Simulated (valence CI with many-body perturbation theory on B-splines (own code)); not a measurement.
E1 transitions of Yb63+

Calculated by configuration interaction combined with many-body perturbation theory (CI+MBPT): five valence electrons over a frozen Dirac-Fock core [He], a basis of 9 s, 9 p, 8 d, 6 f, 3 g, 1 h functions for each j, with the one-electron correlation potential Σ1, the two-electron term Σ2, the three-electron term Σ3, Breit, model QED; selected CI, second order for the rest (own B-spline code, finite nucleus).

The last digits are not significant, and no measured levels were compared; by estimate large intervals hold to a few tenths of a per cent, small ones and those within an open d or f shell to about a per cent. Among the levels kept, up to 1100 cm⁻¹ of a level comes from second order outside the variational space, and about a tenth of that is noise between levels of different J, which matters for small intervals.

Lines 151 to 200 of 256 in falling wavelength, among levels below 724.07 Ry, chosen from the strongest by gf and those to the six lowest levels. Wavelengths and rates use the calculated energies. Electric multipoles are in the length gauge, E1 and E2 with the static RPA response of the core. Weak lines are less certain than strong ones. Lines between different terms over intervals too small for the method are left out, as are lines whose strength nearly cancels. The highest levels of a list are the least certain.

Levels are named by their leading jj configuration (3d3/2^4 stands for four electrons in 3d with j = 3/2), which in mixed levels can hold well under half, so a name can repeat and another be missing. Letters in brackets count levels of one name in rising energy.

```tsv
λ vac (nm)	Upper	Lower	A (s⁻¹)	log gf	Branch %
0.1573	(2s^2 2p1/2 2p3/2 3s) J=3/2 [b]	(2s^2 2p1/2 2p3/2^2) J=5/2	1.23e+14	-0.74	53.9
0.1572	(2s^2 2p1/2 2p3/2 3p3/2) J=1/2 [a]	(2s 2p1/2^2 2p3/2^2) J=1/2	4.52e+12	-2.47	31.1
0.1571	(2s^2 2p1/2 2p3/2 3s) J=1/2	(2s^2 2p1/2 2p3/2^2) J=3/2	1.44e+14	-0.97	59.6
0.1571	(2s^2 2p1/2 2p3/2 3p3/2) J=3/2 [a]	(2s 2p1/2^2 2p3/2^2) J=1/2	4.74e+10	-4.15	1.4
0.1569	(2s^2 2p1/2 2p3/2 3s) J=5/2	(2s^2 2p1/2 2p3/2^2) J=3/2	5.73e+12	-1.90	4.7
0.1568	(2s^2 2p1/2 2p3/2 3s) J=3/2 [b]	(2s^2 2p1/2 2p3/2^2) J=3/2	2.30e+13	-1.47	10.1
0.1566	(2s^2 2p1/2 2p3/2 3p3/2) J=3/2 [b]	(2s 2p1/2^2 2p3/2^2) J=1/2	7.35e+11	-2.97	13.6
0.1562	(2s 2p1/2^2 2p3/2 3s) J=3/2 [b]	(2s 2p1/2^2 2p3/2^2) J=5/2	1.22e+13	-1.75	12.9
0.1560	(2s^2 2p1/2 2p3/2 3p3/2) J=1/2 [b]	(2s 2p1/2^2 2p3/2^2) J=1/2	1.00e+11	-4.14	1.5
0.1553	(2s^2 2p1/2 2p3/2 3p3/2) J=5/2 [a]	(2s 2p1/2^2 2p3/2^2) J=5/2	1.80e+12	-2.41	47.4
0.1552	(2s^2 2p1/2 2p3/2 3p3/2) J=3/2 [a]	(2s 2p1/2^2 2p3/2^2) J=5/2	3.93e+11	-3.25	11.9
0.1550	(2s^2 2p1/2 2p3/2 3p3/2) J=7/2	(2s 2p1/2^2 2p3/2^2) J=5/2	1.67e+10	-4.32	0.6
0.1546	(2s^2 2p1/2 2p3/2 3p3/2) J=3/2 [b]	(2s 2p1/2^2 2p3/2^2) J=5/2	2.06e+12	-2.53	38.2
0.1545	(2s^2 2p1/2 2p3/2 3p3/2) J=5/2 [b]	(2s 2p1/2^2 2p3/2^2) J=5/2	1.18e+10	-4.60	0.4
0.1513	(2s 2p1/2^2 2p3/2 3p1/2) J=3/2 [a]	(2s^2 2p1/2 2p3/2^2) J=1/2	1.01e+11	-3.86	0.1
0.1504	(2s 2p1/2^2 2p3/2 3p1/2) J=3/2 [a]	(2s^2 2p1/2 2p3/2^2) J=5/2	2.34e+10	-4.50	0.0
0.1504	(2s 2p1/2^2 2p3/2 3p1/2) J=5/2	(2s^2 2p1/2 2p3/2^2) J=5/2	8.92e+10	-3.74	0.0
0.1500	(2s 2p1/2^2 2p3/2 3d3/2) J=3/2 [a]	(2s 2p1/2^2 2p3/2^2) J=1/2	6.42e+13	-1.06	25.1
0.1500	(2s 2p1/2^2 2p3/2 3p1/2) J=3/2 [a]	(2s^2 2p1/2 2p3/2^2) J=3/2	1.14e+12	-2.81	0.7
0.1500	(2s 2p1/2^2 2p3/2 3d3/2) J=1/2 [a]	(2s 2p1/2^2 2p3/2^2) J=3/2	7.28e+13	-1.31	68.2
0.1500	(2s 2p1/2^2 2p3/2 3d3/2) J=1/2 [a]	(2s 2p1/2^2 2p3/2^2) J=1/2	3.31e+13	-1.65	31.0
0.1498	(2s 2p1/2^2 2p3/2 3p1/2) J=1/2	(2s^2 2p1/2 2p3/2^2) J=1/2	7.49e+11	-3.30	0.1
0.1498	(2s 2p1/2^2 2p3/2 3p1/2) J=3/2 [b]	(2s^2 2p1/2 2p3/2^2) J=1/2	9.18e+10	-3.91	0.0
0.1490	(2s 2p1/2^2 2p3/2 3p1/2) J=3/2 [b]	(2s^2 2p1/2 2p3/2^2) J=5/2	1.15e+12	-2.82	0.3
0.1489	(2s^2 2p1/2 2p3/2 3d3/2) J=3/2 [a]	(2s^2 2p1/2 2p3/2^2) J=1/2	4.44e+13	-1.23	12.7
0.1488	(2s^2 2p1/2 2p3/2 3d3/2) J=1/2 [a]	(2s^2 2p1/2 2p3/2^2) J=1/2	5.68e+13	-1.42	28.7
0.1487	(2s 2p1/2^2 2p3/2 3d3/2) J=3/2 [b]	(2s 2p1/2^2 2p3/2^2) J=1/2	3.86e+11	-3.29	0.4
0.1486	(2s 2p1/2^2 2p3/2 3p1/2) J=1/2	(2s^2 2p1/2 2p3/2^2) J=3/2	3.00e+11	-3.70	0.1
0.1484	(2s 2p1/2^2 2p3/2 3d3/2) J=1/2 [b]	(2s 2p1/2^2 2p3/2^2) J=3/2	8.57e+13	-1.25	27.7
0.1484	(2s 2p1/2^2 2p3/2 3d3/2) J=1/2 [b]	(2s 2p1/2^2 2p3/2^2) J=1/2	2.13e+14	-0.85	68.7
0.1484	(2s 2p1/2^2 2p3/2 3d3/2) J=5/2 [a]	(2s 2p1/2^2 2p3/2^2) J=5/2	1.03e+14	-0.69	86.7
0.1483	(2s 2p1/2^2 2p3/2 3d5/2) J=5/2	(2s 2p1/2^2 2p3/2^2) J=3/2	1.30e+14	-0.59	12.9
0.1483	(2s 2p1/2^2 2p3/2 3d3/2) J=3/2 [a]	(2s 2p1/2^2 2p3/2^2) J=5/2	1.84e+14	-0.62	71.9
0.1482	(2s^2 2p1/2 2p3/2 3d3/2) J=3/2 [b]	(2s^2 2p1/2 2p3/2^2) J=1/2	5.73e+13	-1.12	4.2
0.1482	(2s 2p1/2^2 2p3/2 3d3/2) J=7/2	(2s 2p1/2^2 2p3/2^2) J=5/2	8.68e+12	-1.64	68.7
0.1481	(2s^2 2p1/2 2p3/2 3d3/2) J=1/2 [b]	(2s^2 2p1/2 2p3/2^2) J=1/2	4.49e+13	-1.53	3.0
0.1481	(2s^2 2p1/2 2p3/2 3d3/2) J=3/2 [a]	(2s^2 2p1/2 2p3/2^2) J=5/2	4.28e+13	-1.25	12.2
0.1480	(2s^2 2p1/2 2p3/2 3d3/2) J=5/2 [a]	(2s^2 2p1/2 2p3/2^2) J=5/2	8.28e+13	-0.79	59.5
0.1480	(2s^2 2p1/2^2 3d3/2) J=3/2	(2s^2 2p1/2^2 2p3/2) J=3/2	2.05e+14	-0.57	99.6
0.1478	(2s^2 2p1/2 2p3/2 3d3/2) J=7/2	(2s^2 2p1/2 2p3/2^2) J=5/2	1.89e+13	-1.30	97.0
0.1477	(2s^2 2p1/2 2p3/2 3d3/2) J=3/2 [a]	(2s^2 2p1/2 2p3/2^2) J=3/2	1.08e+14	-0.85	30.8
0.1476	(2s^2 2p1/2 2p3/2 3d3/2) J=5/2 [a]	(2s^2 2p1/2 2p3/2^2) J=3/2	1.08e+11	-3.68	0.1
0.1476	(2s^2 2p1/2 2p3/2 3d3/2) J=1/2 [a]	(2s^2 2p1/2 2p3/2^2) J=3/2	1.14e+14	-1.13	57.6
0.1475	(2s^2 2p1/2 2p3/2 3d3/2) J=5/2 [b]	(2s^2 2p1/2 2p3/2^2) J=5/2	1.80e+13	-1.45	1.3
0.1474	(2s^2 2p1/2 2p3/2 3d3/2) J=3/2 [b]	(2s^2 2p1/2 2p3/2^2) J=5/2	1.57e+14	-0.69	11.5
0.1472	(2s^2 2p1/2 2p3/2 3d5/2) J=3/2 [a]	(2s^2 2p1/2 2p3/2^2) J=1/2	7.49e+13	-1.01	8.1
0.1471	(2s^2 2p1/2 2p3/2 3d3/2) J=5/2 [b]	(2s^2 2p1/2 2p3/2^2) J=3/2	1.14e+13	-1.65	0.8
0.1470	(2s^2 2p1/2 2p3/2 3d3/2) J=3/2 [b]	(2s^2 2p1/2 2p3/2^2) J=3/2	2.19e+12	-2.55	0.2
0.1470	(2s 2p1/2^2 2p3/2 3d3/2) J=3/2 [b]	(2s 2p1/2^2 2p3/2^2) J=5/2	9.12e+13	-0.93	86.0
0.1468	(2s^2 2p1/2 2p3/2 3d3/2) J=1/2 [b]	(2s^2 2p1/2 2p3/2^2) J=3/2	1.16e+14	-1.13	7.8
```
